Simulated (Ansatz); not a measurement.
Reaction (atomization): `CCB(C)S` → B• + 3 C• + 9 H• + S•

Computed with Ansatz on PBE0-D4/def2-TZVP structures; ΔE is electronic, products minus reactants. CBS: MP2 limit from def2 TZ/QZ plus the TZ coupled-cluster correction, frozen cores. This one scheme is used for every species, atoms too. For atomizations the MP2-based limit and the directly extrapolated one differ by several kJ/mol either way, and by 10 to 25 for some Ge, Se and Sn compounds, so smaller differences from it don't rank the levels. Open shells (•) are unrestricted, without spin–orbit coupling. Spin–orbit coupling would lower the free atoms: a little for B, C, S. Each species was taken in one conformer, which may not be the lowest.

| species | HF/def2-TZVPP energy (Eh) |
| --- | --- |
| `CCB(C)S` | -541.17020 |
| B• | -24.53233 |
| C• | -37.69248 |
| H• | -0.49981 |
| S• | -397.50200 |

(1) Work out ΔE.

Largest T1 diagnostic among the species: 0.014.

Results:

(1) ΔE = 9 × (-0.49981) + 3 × (-37.69248) + (-24.53233) + (-397.50200) − (-541.17020) = 1.56014 Eh = +4096.1 kJ/mol. CCSD(T)/CBS gives +5349.7 kJ/mol.

In def2-TZVPP, CCSD(T) changes the Hartree–Fock value by +1142.5 kJ/mol (the triples alone add +63.2 kJ/mol) and MP2 by +1192.9 kJ/mol; breaking electron pairs costs correlation energy, which Hartree–Fock lacks. Leaving LDA and LC-ωPBE aside and taking each functional with its dispersion term where it has one, the values, not all of them listed here, spread over 188.5 kJ/mol, from BHLYP-D4 to PBE-D4. LDA lies +634.9 kJ/mol from PBE without D4, its usual overbinding. From PBE to PBE0 (25 % exact exchange), in def2-TZVPP and without D4, ΔE moves by −47.4 kJ/mol: exact exchange takes away binding that semilocal exchange gives to molecules.
